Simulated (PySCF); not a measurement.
## Successive Si–F bond energies

All numbers come from B3LYP in PySCF with Si def2-TZVP, F def2-TZVP; no relativity; density-fitted integrals.

Each entry is the lowest minimum that a search over a few typed start shapes (and spin states, where more than one is plausible) found, or that minimum re-optimised at the stated level; isomers with ligand–ligand bonds, or fragments after loss of a ligand pair, can lie lower.

Total energies (Eh), which compare only within these settings: F atom -99.77016.

```json
{"species": "SiF₂", "2S+1": "1", "group": "C2v", "E (Eh)": "-489.39713", "ZPE (kJ/mol)": "12.1"}
{"species": "SiF₃", "2S+1": "2", "group": "C3v", "E (Eh)": "-589.33299", "ZPE (kJ/mol)": "21.9"}
{"species": "SiF₄", "2S+1": "1", "group": "Td", "E (Eh)": "-689.35762", "ZPE (kJ/mol)": "33.1"}
```

**Question.** What are De and D0 for SiF₃ → SiF₂ + F?

**Answer.** De = [(-489.39713) + (-99.77016) − (-589.33299)] × 2625.5 = 435 kJ/mol. The zero-point energy changes by -9.8 kJ/mol, so D0 = 425 kJ/mol.

**Question.** What are De and D0 for SiF₄ → SiF₃ + F?

**Answer.** De = [(-589.33299) + (-99.77016) − (-689.35762)] × 2625.5 = 668 kJ/mol. The zero-point energy changes by -11.2 kJ/mol, so D0 = 657 kJ/mol.

Atoms and open shells are unrestricted, without spin–orbit or basis-set superposition corrections.
